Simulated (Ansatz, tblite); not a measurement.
Species of one formula, BPH₃F₃ (singlet), each relaxed with PBE-D4/def2-SVP in Ansatz.

The xTB rows come from tblite. Correlated methods freeze 9 core orbitals.

Other spin states weren't relaxed.

A: B(PF3)H3 (BPH3F3)

```xyz
8

B    -1.014   -0.168   -0.395
F     1.024    1.549    0.866
F     1.912   -0.061   -0.732
F     1.179   -0.806    1.468
P     0.685    0.114    0.267
H    -0.964   -1.330   -0.777
H    -1.101    0.671   -1.282
H    -1.722    0.030    0.584
```

B: BPH₃F₃ (relaxed from a model of B(PH3)F3, whose bonding it doesn't keep)

```xyz
8

B     1.507   -0.470    0.379
F     1.949    0.768    0.604
F     1.735   -1.041   -0.804
F     1.128   -1.226    1.409
P    -1.057    0.328   -0.262
H    -1.310    1.196   -1.376
H    -1.876    1.064    0.659
H    -2.077   -0.620   -0.608
```

Q: Estimate their order by electronic energy at PBE0-D4/def2-TZVP, counted from the lowest.

A: B (0.0) < A (179.0), in kJ/mol.

Q: Do the other levels pick the same lowest one?

A: All that were run do. Energies above each level's lowest (kJ/mol):

| level | A | B |
| --- | --- | --- |
| GFN1-xTB | 93.9 | 0.0 |
| GFN2-xTB | 3.7 | 0.0 |
| HF/def2-SVP | 349.5 | 0.0 |
| HF/def2-TZVP | 257.5 | 0.0 |
| LDA (SPW92)/def2-TZVP | 148.3 | 0.0 |
| PBE-D4/def2-SVP | 248.8 | 0.0 |
| PBE-D4/def2-TZVP | 160.6 | 0.0 |
| revPBE-D4/def2-TZVP | 162.6 | 0.0 |
| r2SCAN-D4/def2-TZVP | 169.8 | 0.0 |
| r2SCANh-D4/def2-TZVP | 176.2 | 0.0 |
| PBE0-D4/def2-SVP | 267.2 | 0.0 |
| PBE0-D4/def2-TZVP | 179.0 | 0.0 |
| MP2/def2-SVP | 297.2 | 0.0 |
| MP2/def2-TZVP | 189.9 | 0.0 |
| CCSD/def2-SVP | 314.4 | 0.0 |
| CCSD(T)/def2-SVP | 307.9 | 0.0 |
Point groups (tolerance 0.1 Å): A C3v, B not assigned. From def2-SVP to def2-TZVP the PBE0 values move by up to 88.2 kJ/mol, so results in the small set are rough.
